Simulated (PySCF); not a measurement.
From results back to the method.

Species: CH10BNSi.
SMILES: `C[NH2+][BH2-][SiH3]`

The closed-shell ground state was solved 7 times with PySCF (density fitting, gas phase), always with PBE0, in these basis sets: 6-31G*, STO-3G, aug-cc-pVDZ, def2-SVP, def2-TZVP, pcSseg-0 and pcSseg-2. The structure is a single PBE0-D3(BJ)/def2-SVP conformer in the gas phase; no vibrational or solvent corrections.

| row | total energy (Eh) | HOMO (eV) | LUMO (eV) | dipole (D) |
| --- | --- | --- | --- | --- |
| P | -412.9841 | -6.86 | -0.09 | 6.03 |
| Q | -412.9043 | -6.67 | 0.83 | 6.27 |
| R | -412.9935 | -6.88 | -0.43 | 6.01 |
| S | -412.7511 | -6.80 | 0.40 | 6.24 |
| T | -408.0899 | -4.31 | 7.50 | 6.45 |
| U | -412.3034 | -7.10 | 0.54 | 6.50 |
| V | -412.9417 | -6.87 | -0.77 | 5.94 |

**Question.** Which basis belongs to which row?

**Answer.** P = def2-TZVP, Q = 6-31G*, R = pcSseg-2, S = def2-SVP, T = STO-3G, U = pcSseg-0, V = aug-cc-pVDZ. From the lowest total energy up: pcSseg-2 (291 functions) 0 eV; def2-TZVP (190 functions) +0.26 eV; aug-cc-pVDZ (186 functions) +1.41 eV; 6-31G* (80 functions) +2.43 eV; def2-SVP (110 functions) +6.60 eV; pcSseg-0 (60 functions) +18.78 eV; STO-3G (34 functions) +133.43 eV.

Conformer computed: `[CH3:1][NH2+:2][BH2-:3][SiH3:4]`: C1–N2–B3–Si4 -65°.
